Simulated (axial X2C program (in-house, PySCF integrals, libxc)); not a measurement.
## Low determinants of Ho⁺

Computed with an axial X2C code built on PySCF integrals, basis dyall-v3z (cores contracted in-house), spin-free (one-electron X2C) and two-component (2c, atomic mean-field Coulomb and Gaunt terms). Energies in eV from the lowest row of each column (rows without correlated energies are left out; n/a marks j-coupled starts, which PBE0 does not hold); electrons by l are Mulliken totals of the Hartree–Fock solution, and PBE0 can relax to another configuration under the same block occupation. Coupled cluster uses truncated natural virtuals with an MP2 remainder. Frozen shells in the correlated columns: 4 s, 3 p, 2 d.

Spin-free determinants:

```
 electrons by l  M_S, M_L    HF   MP2  PBE0
s11 p24 d20 f11      2, 5  0.00  0.00  0.03
s11 p24 d20 f11      2, 6  0.06  0.05  0.34
s11 p24 d20 f11      1, 5  0.07  0.08  0.13
s11 p24 d20 f11      1, 6  0.13  0.13  0.44
s11 p24 d20 f11      2, 3  0.52  0.41  0.00
s11 p24 d20 f11      1, 3  0.58  0.49  0.10
s11 p24 d20 f11      2, 0  1.29  1.02  0.33
s11 p24 d20 f11      1, 0  1.35  1.10  0.43
```

Two-component determinants:

```json
{"electrons by l": "s11 p24 d20 f11", "2M_J": "16", "HF": "0.00", "MP2": "0.00", "PBE0": "0.20"}
{"electrons by l": "s11 p24 d20 f11", "2M_J": "14", "HF": "0.03", "MP2": "0.04", "PBE0": "0.00"}
{"electrons by l": "s11 p24 d20 f11", "2M_J": "14", "HF": "0.07", "MP2": "0.08", "PBE0": "0.31"}
{"electrons by l": "s11 p24 d20 f11", "2M_J": "12", "HF": "0.09", "MP2": "0.12", "PBE0": "0.10"}
{"electrons by l": "s11 p24 d20 f11", "2M_J": "10", "HF": "0.69", "MP2": "0.58", "PBE0": "0.17"}
{"electrons by l": "s11 p24 d20 f11", "2M_J": "8", "HF": "0.75", "MP2": "0.66", "PBE0": "0.27"}
{"electrons by l": "s11 p24 d20 f11", "2M_J": "2", "HF": "1.31", "MP2": "1.18", "PBE0": "0.84"}
{"electrons by l": "s11 p24 d20 f11", "2M_J": "10", "HF": "1.53", "MP2": "1.25", "PBE0": "0.82"}
```

Single determinants need not be terms or J levels, so several rows can belong to one term; PBE0 has no current term and treats spin collinearly, and Hartree–Fock breaks spherical symmetry, which spreads rows that should be degenerate. The search is wide but not exhaustive and can miss a configuration; gaps between s and d configurations can be off by some tenths of an eV with this basis and core.

The run took 110 s on 1 thread of Arm Neoverse V2 (shared host).
